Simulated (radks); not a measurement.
Species: the iridium ion Ir+. Configuration: [Xe] 4f14 5d7 6s1. All-electron calculation, scalar-relativistic Kohn-Sham, PBE, spin-polarised, spherical densities, finite nucleus; open shells are filled with parallel spins first (spin-orbit coupling, left out, can overturn this in heavy ions); Fermi nuclear charge, rms radius 5.4032 fm. Program: a radial shooting solver on a logarithmic mesh with Libxc functionals.

Unscreened Slater integrals over Kohn-Sham orbitals (eV). They are taken over the spin-up orbitals. Empty in this configuration: 6p.

| integral | value |
|---|---|
| F0(6s,6s) | 9.2037 |
| F0(6s,5d) | 10.760 |
| G2(6s,5d) | 2.8290 |
| F0(6s,5p) | 11.437 |
| G1(6s,5p) | 0.86299 |
| F0(6s,4f) | 12.098 |
| G3(6s,4f) | 0.33614 |
| F0(6s,6p) | 7.7570 |
| G1(6s,6p) | 4.6292 |
| F0(5d,5d) | 14.830 |
| F2(5d,5d) | 7.5916 |
| F4(5d,5d) | 4.9825 |
| F0(5d,5p) | 17.255 |
| F2(5d,5p) | 8.3123 |
| G1(5d,5p) | 9.8448 |
| G3(5d,5p) | 6.0641 |
| F0(5d,4f) | 19.408 |
| F2(5d,4f) | 4.3257 |
| F4(5d,4f) | 1.9895 |
| G1(5d,4f) | 1.4545 |
| G3(5d,4f) | 1.3360 |
| G5(5d,4f) | 1.0596 |
| F0(5d,6p) | 8.4980 |
| F2(5d,6p) | 2.7454 |
| G1(5d,6p) | 1.4184 |
| G3(5d,6p) | 1.0923 |
| F0(5p,5p) | 21.545 |
| F2(5p,5p) | 11.605 |
| F0(5p,4f) | 26.527 |
| F2(5p,4f) | 8.2733 |
| G2(5p,4f) | 3.3027 |
| G4(5p,4f) | 2.7474 |
| F0(5p,6p) | 8.8223 |
| F2(5p,6p) | 1.8331 |
| G0(5p,6p) | 0.31766 |
| G2(5p,6p) | 0.42420 |
| F0(4f,4f) | 46.573 |
| F2(4f,4f) | 22.906 |
| F4(4f,4f) | 14.536 |
| F6(4f,4f) | 10.506 |
| F0(4f,6p) | 9.1689 |
| F2(4f,6p) | 0.81553 |
| G2(4f,6p) | 0.19035 |
| G4(4f,6p) | 0.17449 |
| F0(6p,6p) | 6.8976 |
| F2(6p,6p) | 3.7102 |

Derived for the open shells (J is the average intra-shell exchange parameter used in DFT+U). 5d: Racah B = F2/49 - 5 F4/441 = 0.09844 eV, C = 35 F4/441 = 0.3954 eV, C/B = 4.02, F4/F2 = 0.656, J = (F2 + F4)/14 = 0.8982 eV.
